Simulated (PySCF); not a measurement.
Molecule: C₂H₈O₂Si, SMILES CO[SiH2]OC. Atoms near the plane z = 0.8 Å, at the CAM-B3LYP/def2-SVP optimised geometry (x, y, z in Å): Si1 (-0.4, 0.7, 0.0), O2 (-1.0, 0.0, 1.4), C3 (-0.8, -1.4, 1.8), H6 (1.1, 0.7, 0.0), H7 (-0.9, 2.1, 0.0), H9 (-1.1, -2.1, 1.0).

Method: CAM-B3LYP/def2-TZVP run with PySCF 2.14.0. The values are rescaled to run from 0 to 1.

```
|+++++++++++++++++++++++++++++|
|+++++++++++++++++++++++++++++|
|+++++++++++++++++++++++++++++|
|+++++++++++++++++++++++++++++|
|+++++++++++++++++++++++++++++|
|+++++++++++++++++++++++++++++|
|+++++++++++++++++++++++++++++|
|+++++++++++=+++++++++++++++++|
|++++++++++===++++++++++++++++|
|+++++++++===+++++++++++++++++|
|++++++++===++++++++++++++++++|
|+++++++====+*#*+++=++++++++++|
|++++++==---+#%#*++=++++++++++|
|++++++==-..+@@%#+++++++++++++|
|++++++=-:  =@@%*+++++++++++++|
|++++++==:. =%%#*+++++++++++++|
|+++++++=---=***++++++++++++++|
|++++++++===++++++++++++++++++|
|+++++++++****++==++++++++++++|
|+++++++**###*++==++++++++++++|
|+++++++**#%%#++==++++++++++++|
|+++++++**#%%#*+++++++++++++++|
|+++++++***##*++++++++++++++++|
|+++++++******++++++++++++++++|
|+++++++++***+++++++++++++++++|
|+++++++++++++++++++++++++++++|
|+++++++++++++++++++++++++++++|
|+++++++++++++++++++++++++++++|
|+++++++++++++++++++++++++++++|
```
Scale: ten equal steps from 0.000 (start of ' ') to 1.00 (end of '@'), in the order ' .:-=+*#%@'; x runs from -4.50 to 4.50, y from -4.50 (bottom) to 4.50 (top).

### Question
Which quantity is mapped?
A) electron localisation function
B) electrostatic potential
C) an orbital amplitude
D) log10 of the electron density

### Answer
C, an orbital amplitude. In full: HOMO−1 amplitude (bohr^(-3/2)).
